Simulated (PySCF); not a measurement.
## How methods differ on the excitation energy of Mo⁺

Mo⁺ [Kr] 4d5 (6S) → Mo⁺ [Kr] 4d4 5p1 (high-spin determinant), as a difference of total energies. All numbers are calculated (PySCF 2.14, the spin-free X2C one-electron Hamiltonian (Gaussian nucleus), in aug-cc-pVTZ-DK). Correlated levels: valence: [Kr] frozen. The calculations carry no spin-orbit coupling.

```tsv
method	excitation energy (eV)
UHF	5.511
MP2 (valence)	5.860
SCS-MP2 (valence)	5.627
CCSD (valence)	5.830
CCSD(T) (valence)	5.832
```

Task: How much does correlation contribute at CCSD(T) (valence)?

Result: 5.832 − (5.511) = 0.321 eV, measured against UHF.

A first-order spin-orbit estimate (lowest level to lowest level, LS coupling) adds -0.193 eV.

The determinant of the upper state mixes LS terms, which raises its energy above the lowest term, most at the Hartree-Fock and MP2 levels.
